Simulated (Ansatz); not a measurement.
Mg3Te3, relaxed as a singlet with RKS PBE0-D4/def2-SVP in Ansatz, starting from the GFN1-xTB geometry. Force threshold 0.02 eV/Å.

In the def2 sets Te takes a core potential; there is no spin–orbit coupling. The restricted singlet is unstable towards broken spin symmetry in Hartree–Fock (as tested in another run); at PBE0-D4/def2-SVP this wasn't settled. Another isomer (singlet) lies 1.98 eV lower at PBE0-D4/def2-TZVP; other spin states weren't run for this one.

Start:

Cartesian coordinates in Å:
```
Mg 2.224 1.026 0.551
Mg -1.392 -1.827 -1.453
Mg -2.029 -1.705 1.336
Te 1.172 -1.254 -0.131
Te -0.581 0.763 -0.730
Te 0.606 2.996 0.427
```

Question: Estimate the energy that the relaxation releases and the steps that it takes.

Answer: 3.25 eV, in 25 steps; 87 s on 4 threads of Arm Neoverse V2 on a shared host. No frequencies were taken in this run, so the end may be a saddle point.

Question: Does the start keep its bonding?

Answer: Bonds lost: Mg2–Te5, Te5–Te6 (atoms count from 1). Bonds formed: Mg3–Te6 (atoms count from 1). Metal–metal contacts that move far: Mg1–Mg3 5.12 to 3.04 Å.

Question: Predict the relaxed structure.

Answer: 
```xyz
6

Mg    1.414    0.736    0.448
Mg   -1.309   -2.104   -0.027
Mg   -1.620    0.673    0.343
Te    1.480   -1.689   -0.921
Te    0.172    0.509   -2.073
Te   -0.136    1.874    2.230
```
Bond lengths (bridged metal pairs left out): 6 × Mg–Te 2.62 to 3.01 Å; 1 × Mg–Mg 2.82 Å; 1 × Te–Te 2.81 Å.
